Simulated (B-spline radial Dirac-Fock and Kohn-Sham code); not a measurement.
# Relativistic shifts of the levels of Sr²¹⁺

System: Sr²¹⁺, configuration [Ne] 3s2 3p5.

Both columns are ΔSCF binding energies of the configuration average from a B-spline atomic structure program: non-relativistic Hartree-Fock with a point nucleus, and Dirac-Fock with a finite nucleus and the Coulomb interaction alone, averaged over the two j levels with weights 2j+1.

| shell | Hartree-Fock (eV) | Dirac-Fock (eV) | shift (eV) | shift (%) |
| --- | --- | --- | --- | --- |
| 1s | 16721.2 | 17046.5 | +325.29 | +1.95 |
| 2s | 3028.5 | 3106.7 | +78.18 | +2.58 |
| 3s | 1055.6 | 1075.4 | +19.83 | +1.88 |
| 3p | 982.9 | 989.7 | +6.80 | +0.69 |

Relativity binds 1s, 2s, 3s, 3p more strongly, among those listed most of all 2s in relative terms.

Values without a named source are computed, but for edge energies of neutral atoms, which are taken from tables.
